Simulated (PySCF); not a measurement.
Spinor energies of Cl(2+) (chlorine, charge +2)

Start: [Ne] 3s2 3p3; 3p3/2 filled at m_j = -1/2, +1/2, +3/2. Calculated with PySCF 2.14 in x2c-TZVPall-2c: generalised Hartree-Fock with the X2C-1e Hamiltonian and a Gaussian nucleus; one run each with spin-orbit coupling (SO) switched off, then screened by Boettger's factors. This is a chosen level, not necessarily the ground level.

| spinor shell | electrons | ε, spin-free (eV) | ε, screened SO (eV) | weight of nominal j (screened SO) | rms radius, screened SO (bohr) |
| --- | --- | --- | --- | --- | --- |
| 1s1/2 | 2 | -2892.4 | -2892.4 | 1.000 | 0.105 |
| 2s1/2 | 2 | -317.97 | -317.97 | 1.000 | 0.478 |
| 2p1/2 | 2 | -247.11 | -248.78 | 0.820 | 0.449 |
| 2p3/2 | 4 | -247.11 | -246.28 | 0.910 | 0.451 |
| 3s1/2 | 2 | -52.237 | -52.236 | 1.000 | 1.56 |
| 3p3/2 | 3 | -39.679 | -39.679 | 0.657 | 1.72 |

| quantity | spin-free | screened SO |
| --- | --- | --- |
| E (hartree) | -459.62605 | -459.62714 |
| M_J | 3/2 | 3/2 |
| ⟨J²⟩ | 3.751 | 3.751 |
| ⟨L²⟩ | 0.000 | 0.001 |
| ⟨S²⟩ | 3.751 | 3.749 |

Each row is a mean over spinors that exchange with the open shell spreads, by up to 10.959 eV (3s1/2).

Rows whose weight is well below 1 are mixtures of j = l ± 1/2: exchange outweighs spin-orbit coupling there, and the label is only the starting occupation.

Without spin-orbit coupling the j labels of p, d and f shells carry no meaning; the spin-free column gives the mean over the occupied spinors of each nl shell.
